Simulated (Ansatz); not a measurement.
System: YCl2, charge 1, singlet. YCl2+ (SMILES [Y+]([Cl])[Cl]).
B3LYP-D3(BJ)/def2-TZVP minimum from Ansatz (a quantum-chemistry and plane-wave program):
```xyz
3

Y      0.4347     0.0067     0.4359
Cl     0.8597     0.3218    -1.8597
Cl    -1.8569    -0.3371     0.8597
```
Charge +1, spin multiplicity 1.

Total energies in def2-TZVPP, 16 correlated electrons, 14 frozen orbitals. UHF or UKS for unpaired electrons; spin-orbit terms are left out. Cores are frozen in correlated methods (noble-gas shells, and filled d and f shells in the p block). Past Kr the def2 sets carry scalar-relativistic core potentials. The spin of Cl2Y+ ([Cl][Y+][Cl], singlet) was assumed, and the state is the lowest solution found for it.

| method | program | energy (Eh) | minus CCSDT(Q) (mEh) |
|---|---|---|---|
| HF | Ansatz | -956.85297 | 472.36 |
| MP2 | Ansatz | -957.27345 | 51.88 |
| CCSD | Ansatz | -957.30249 | 22.84 |
| CCSD(T) | Ansatz | -957.32345 | 1.88 |
| CCSDT(Q) | Ansatz | -957.32533 | 0.00 |

Rough core times of Ansatz's runs on a shared machine: CCSD(T) under 20 s, CCSDT(Q) 20 min.
